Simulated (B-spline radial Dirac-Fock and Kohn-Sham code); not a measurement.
## Magnetic form factor of the 4d shell of I⁷⁺

System: the I⁷⁺ ion, configuration [Kr] 4d9 5s1 (an excited configuration).

Level of theory: relativistic Hartree-Fock (Dirac-Fock) wave functions, averaged over the configuration; a radial finite-basis atomic code. ⟨j_K⟩ is the integral of the 4d radial density with the spherical Bessel function j_K(4πsr), s = sin θ/λ.

```
s (Å⁻¹)     ⟨j0⟩     ⟨j2⟩    ⟨j4⟩
      0   1.0000   0.0000  0.0000
   0.05   0.9836   0.0065  0.0000
    0.1   0.9360   0.0253  0.0003
   0.15   0.8615   0.0537  0.0012
    0.2   0.7665   0.0884  0.0036
   0.25   0.6588   0.1251  0.0080
    0.3   0.5461   0.1600  0.0149
   0.35   0.4355   0.1897  0.0243
    0.4   0.3326   0.2119  0.0359
   0.45   0.2415   0.2255  0.0491
    0.5   0.1646   0.2302  0.0630
    0.6   0.0548   0.2165  0.0896
    0.7  -0.0028   0.1813  0.1096
    0.8  -0.0226   0.1371  0.1195
    0.9  -0.0201   0.0937  0.1192
      1  -0.0072   0.0571  0.1107
    1.1   0.0081   0.0296  0.0968
    1.2   0.0215   0.0110  0.0802
    1.4   0.0367  -0.0048  0.0473
    1.6   0.0378  -0.0038  0.0221
```

Radial moments of the shell: ⟨r²⟩ = 0.8964, ⟨r⁴⟩ = 1.288, ⟨r⁶⟩ = 2.747 in powers of bohr.

Values without a named source are computed, but for edge energies of neutral atoms, which are taken from tables.
